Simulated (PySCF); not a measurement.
C5H11N2 (SMILES CC([NH])=NC(C)C), doublet, at a GFN2-xTB geometry; DF-WB97X/STO-3G (PySCF).

PySCF was given this input:
```python
from pyscf import gto, scf, dft

mol = gto.Mole()
mol.atom = '''
    C     2.41891842    0.90279200    0.44617353
    C     1.31016557   -0.03311675    0.07904435
    N     1.61308176   -1.19552830   -0.40252968
    N     0.08744570    0.43402249    0.10973355
    C    -1.13411780   -0.27760799    0.11596649
    C    -2.11824686    0.53318977    0.97362400
    C    -1.68838778   -0.41968557   -1.30880742
    H     2.50319489    0.94925091    1.53059149
    H     3.35377624    0.53920297    0.03192811
    H     2.20157701    1.90045636    0.07604137
    H     0.85622260   -1.84755861   -0.56821859
    H    -1.02447827   -1.27970132    0.57083814
    H    -2.22848735    1.53075475    0.55779028
    H    -1.74550099    0.61839014    1.99106537
    H    -3.08624921    0.03982254    0.98888246
    H    -2.65309785   -0.92048064   -1.28293733
    H    -1.80769702    0.56344866   -1.75631800
    H    -1.00294173   -0.99647408   -1.92609609
'''
mol.basis = 'sto-3g'
mol.spin = 1
mol.verbose = 4
mol.build()

mf = dft.UKS(mol)
mf.xc = 'wb97x'
mf = mf.density_fit(auxbasis='def2-universal-jkfit')
mf.kernel()
```

Q: What does PySCF print? Leave out banner, timings and long lists.

A: 
```
PySCF version 2.14.0

[INPUT] verbose = 4
[INPUT] num. atoms = 18
[INPUT] num. electrons = 55
[INPUT] charge = 0
[INPUT] spin (= nelec alpha-beta = 2S) = 1
[INPUT] symmetry False subgroup None
[INPUT] Mole.unit = angstrom
[INPUT] Symbol           X                Y                Z      unit          X                Y                Z       unit  Magmom
[INPUT]  1 C      2.418918420000   0.902792000000   0.446173530000 AA    4.571093331466   1.706029627448   0.843145775730 Bohr   0.0
[INPUT]  2 C      1.310165570000  -0.033116750000   0.079044350000 AA    2.475854105135  -0.062581587636   0.149372173194 Bohr   0.0
[INPUT]  3 N      1.613081760000  -1.195528300000  -0.402529680000 AA    3.048282742931  -2.259221061167  -0.760670852209 Bohr   0.0
[INPUT]  4 N      0.087445700000   0.434022490000   0.109733550000 AA    0.165248423771   0.820183638002   0.207366356176 Bohr   0.0
[INPUT]  5 C     -1.134117800000  -0.277607990000   0.115966490000 AA   -2.143172034994  -0.524603071091   0.219144905727 Bohr   0.0
[INPUT]  6 C     -2.118246860000   0.533189770000   0.973624000000 AA   -4.002906429620   1.007582637720   1.839882708304 Bohr   0.0
[INPUT]  7 C     -1.688387780000  -0.419685570000  -1.308807420000 AA   -3.190590496262  -0.793090785732  -2.473287573599 Bohr   0.0
[INPUT]  8 H      2.503194890000   0.949250910000   1.530591490000 AA    4.730352778511   1.793824243394   2.892398724690 Bohr   0.0
[INPUT]  9 H      3.353776240000   0.539202970000   0.031928110000 AA    6.337718576674   1.018945938852   0.060335383575 Bohr   0.0
[INPUT] 10 H      2.201577010000   1.900456360000   0.076041370000 AA    4.160377591039   3.591342032088   0.143697363437 Bohr   0.0
[INPUT] 11 H      0.856222600000  -1.847558610000  -0.568218590000 AA    1.618026215663  -3.491379771982  -1.073777513987 Bohr   0.0
[INPUT] 12 H     -1.024478270000  -1.279701320000   0.570838140000 AA   -1.935983350868  -2.418285016044   1.078727746056 Bohr   0.0
[INPUT] 13 H     -2.228487350000   1.530754750000   0.557790280000 AA   -4.211230763558   2.892707241377   1.054070864144 Bohr   0.0
[INPUT] 14 H     -1.745500990000   0.618390140000   1.991065370000 AA   -3.298518821257   1.168588002731   3.762568245406 Bohr   0.0
[INPUT] 15 H     -3.086249210000   0.039822540000   0.988882460000 AA   -5.832165759055   0.075253694185   1.868717018786 Bohr   0.0
[INPUT] 16 H     -2.653097850000  -0.920480640000  -1.282937330000 AA   -5.013628318172  -1.739456312564  -2.424400188681 Bohr   0.0
[INPUT] 17 H     -1.807697020000   0.563448660000  -1.756318000000 AA   -3.416052283992   1.064763652653  -3.318960007644 Bohr   0.0
[INPUT] 18 H     -1.002941730000  -0.996474080000  -1.926096090000 AA   -1.895285188597  -1.883063101428  -3.639794099696 Bohr   0.0

nuclear repulsion = 306.88624315682
number of shells = 32
number of NR pGTOs = 138
number of NR cGTOs = 46
basis = sto-3g
ecp = {}

******** <class 'pyscf.df.df_jk.DFUKS'> ********
method = DFUKS
initial guess = minao
damping factor = 0
level_shift factor = 0
DIIS = <class 'pyscf.scf.diis.CDIIS'>
diis_start_cycle = 1
diis_space = 8
diis_damp = 0
SCF conv_tol = 1e-09
SCF conv_tol_grad = None
SCF max_cycles = 50
direct_scf = False
number electrons alpha = 28  beta = 27
XC library pyscf.dft.libxc version 7.1.2
    S. Lehtola, C. Steigemann, M. J. T. Oliveira, and M. A. L. Marques,  SoftwareX 7, 1–5 (2018)
XC functionals = wb97x
    J.-D. Chai and M. Head-Gordon,  J. Chem. Phys. 128, 084106 (2008)
radial grids:
    Treutler-Ahlrichs [JCP 102, 346 (1995); DOI:10.1063/1.469408] (M4) radial grids

becke partition: Becke, JCP 88, 2547 (1988); DOI:10.1063/1.454033
pruning grids: <function nwchem_prune>
grids dens level: 3
symmetrized grids: False
atomic radii adjust function: <function treutler_atomic_radii_adjust>
small_rho_cutoff = 0
Set gradient conv threshold to 3.16228e-05
tot grids = 206288
******** <class 'pyscf.df.df.DF'> ********
auxbasis = def2-universal-jkfit
Create RSH-DF object <pyscf.df.df.DF object> for omega=0.3
******** <class 'pyscf.df.df.DF'> ********
auxbasis = auxmol.basis = def2-universal-jkfit
init E= -303.910285136501

cycle= 1 E= -302.637996645113  delta_E= 1.27  |g|= 0.333  |ddm|= 3.75
cycle= 2 E= -302.688744731253  delta_E= -0.0507  |g|= 0.26  |ddm|= 0.715
cycle= 3 E= -302.725116144877  delta_E= -0.0364  |g|= 0.0532  |ddm|= 0.329
cycle= 4 E= -302.72758037957  delta_E= -0.00246  |g|= 0.0282  |ddm|= 0.104
cycle= 5 E= -302.728734238278  delta_E= -0.00115  |g|= 0.00981  |ddm|= 0.0634
cycle= 6 E= -302.729056214491  delta_E= -0.000322  |g|= 0.00605  |ddm|= 0.0371
cycle= 7 E= -302.729249339594  delta_E= -0.000193  |g|= 0.004  |ddm|= 0.0338
cycle= 8 E= -302.729374825227  delta_E= -0.000125  |g|= 0.00301  |ddm|= 0.03
cycle= 9 E= -302.729509985037  delta_E= -0.000135  |g|= 0.0018  |ddm|= 0.0472
cycle= 10 E= -302.729570716503  delta_E= -6.07e-05  |g|= 0.000959  |ddm|= 0.0387
cycle= 11 E= -302.729586848022  delta_E= -1.61e-05  |g|= 0.000486  |ddm|= 0.0228
cycle= 12 E= -302.729589236245  delta_E= -2.39e-06  |g|= 0.000284  |ddm|= 0.00797
cycle= 13 E= -302.729589874017  delta_E= -6.38e-07  |g|= 0.000132  |ddm|= 0.00342
cycle= 14 E= -302.729589964705  delta_E= -9.07e-08  |g|= 7.46e-05  |ddm|= 0.0017
cycle= 15 E= -302.72958998117  delta_E= -1.65e-08  |g|= 2.79e-05  |ddm|= 0.00043
cycle= 16 E= -302.729589984241  delta_E= -3.07e-09  |g|= 1.81e-05  |ddm|= 0.000199
cycle= 17 E= -302.729589985391  delta_E= -1.15e-09  |g|= 8.63e-06  |ddm|= 9.79e-05
cycle= 18 E= -302.729589985835  delta_E= -4.44e-10  |g|= 4.46e-06  |ddm|= 6.44e-05
Extra cycle  E= -302.7295899859  delta_E= -6.5e-11  |g|= 3.09e-06  |ddm|= 1.56e-05
converged SCF energy = -302.7295899859  <S^2> = 0.80209719  2S+1 = 2.0514358
```
